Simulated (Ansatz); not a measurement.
Gas-phase electronic energies from Ansatz, PBE0-D4/def2-TZVP geometries. CCSD(T)/CBS is the MP2 limit (def2-TZVPP, def2-QZVPP) plus CCSD(T) − MP2 in def2-TZVPP, frozen cores. DFT in def2-TZVPP. B3LYP here is the variant with VWN-RPA as its local correlation; programs differ in this. def2 core potentials past Kr. For Zr outer-core shells are correlated without core-valence functions, which leaves a few kJ/mol of doubt a bond. One conformer a species, not always the lowest.

`CC(F)(F)Cl` + `C#[C][Zr]([OH])([OH])[F]` → `C#[C][Zr]([OH])([F])[O]C` + `FC(F)Cl`  (substitution at a C–C bond)

`CC(F)(F)Cl`:

```xyz
8

C    -0.088   -0.228   -0.782
C     0.146    0.154    0.648
F     0.346   -0.933    1.411
F     1.241    0.922    0.769
Cl   -1.231    1.055    1.330
H    -0.970   -0.862   -0.854
H     0.788   -0.774   -1.139
H    -0.232    0.668   -1.383
```

`C#[C][Zr]([OH])([OH])[F]`:

Cartesian coordinates in Å:
```
C 1.204 2.344 0.726
C 0.781 1.255 0.391
Zr 0.055 -0.733 -0.219
O -0.997 -1.436 1.206
O -0.951 -0.522 -1.823
F 1.547 -1.880 -0.542
H 1.578 3.299 1.019
H -1.647 -1.818 1.788
H -1.571 -0.511 -2.546
```

`C#[C][Zr]([OH])([F])[O]C`:

```xyz
12

C     2.454    0.648   -2.209
C     1.775    0.643   -1.201
Zr    0.549    0.679    0.633
O     1.483   -0.264    2.008
F     0.219    2.485    1.171
O    -1.097   -0.158    0.204
C    -2.302   -0.821   -0.008
H     3.051    0.654   -3.094
H     1.757   -0.861    2.698
H    -2.348   -1.734    0.595
H    -3.144   -0.178    0.264
H    -2.398   -1.095   -1.063
```

`FC(F)Cl`:

```xyz
5

F     0.308    0.502   -1.214
C    -0.006   -0.094   -0.062
F     1.102   -0.643    0.440
Cl   -0.645    1.097    1.069
H    -0.760   -0.863   -0.233
```

```csv
level,ΔE (kcal/mol)
r2SCAN0-D4,18.1
CAM-B3LYP-D4,16.5
B3LYP,14.9
CCSD(T)/def2-SVP,16.2
```

**Question.** What does CCSD(T)/CBS give? (Estimate.)

**Answer.** Computed: +18.1 kcal/mol. The listed levels differ from it by 0.0, -1.6, -3.2, -1.9 kcal/mol.

**Question.** What do rigid-rotor, harmonic-oscillator terms from PBE0-D4/def2-TZVP frequencies (298.15 K, 1 bar) make of the CCSD(T)/CBS value? (Estimate.)

**Answer.** Computed: ΔZPE = +1.2 kcal/mol, ΔH = +19.4 kcal/mol, ΔS = 20 J/(mol·K), ΔG = +18.0 kcal/mol. Modes under 50 cm⁻¹ make the entropy rough.

Largest T1 diagnostic among the species: 0.017.

Leaving LDA and LC-ωPBE aside and taking each functional with its dispersion term where it has one, the values, not all of them listed here, spread over 3.6 kcal/mol, from BLYP-D4 to ωB97M-V. LDA lies +2.7 kcal/mol from PBE without D4. From BLYP to BHLYP (50 % exact exchange), in def2-TZVPP and without D4, ΔE moves by +2.2 kcal/mol.
